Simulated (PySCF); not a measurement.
H4Ge, charge +1, doublet, geometry from GFN2-xTB (a state made from the parent by changing its charge; the spin is typed, not shown lowest). Base run: TPSS/STO-3G (PySCF).

Input for PySCF:
```python
from pyscf import gto, scf, dft

mol = gto.M(
    atom='''
Ge   -0.000000   -0.000000    0.000000
H    -0.676467   -0.627685   -1.224443
H     0.649604   -0.613791    1.245846
H    -1.221361    0.658879    0.651930
H     1.248223    0.582596   -0.673333
''',
    basis='sto-3g',
    charge=1,
    spin=1,
    verbose=3,
)

mf = dft.UKS(mol)
mf.xc = 'tpss'
mf.kernel()
```

The base run was repeated with changes; each row names its change, and settings that it needs were set with it.

| change | ΔE vs base (mEh) | fitting functions |
|---|---|---|
| base | 0.000 | - |
| auxbasis = def2-universal-jfit | -18.678 | 102 |
| auxbasis = even-tempered beta=1.6 | -1.020 | 293 |
| auxbasis = def2-tzvp-ri | -9599.0 | 219 |
| auxbasis = def2-universal-jkfit | -1.964 | 338 |
| auxbasis = def2-svp-ri | -9600.1 | 183 |
| auxbasis = default (with mf = mf.density_fit()) | -1.964 | 338 |
| auxbasis = cc-pvtz-ri | -9315.0 | 286 |
| auxbasis = autoaux | -2.720 | 280 |
| auxbasis = cc-pvtz-jkfit | -2.373 | 327 |

A fitting set is made for a task (jfit for Coulomb, jkfit for Coulomb and exchange, ri for correlation) and for a family of orbital bases.

Open shells are given as the SCF converged; they aren't shown to be the lowest states, and a large step between rows can be another state.
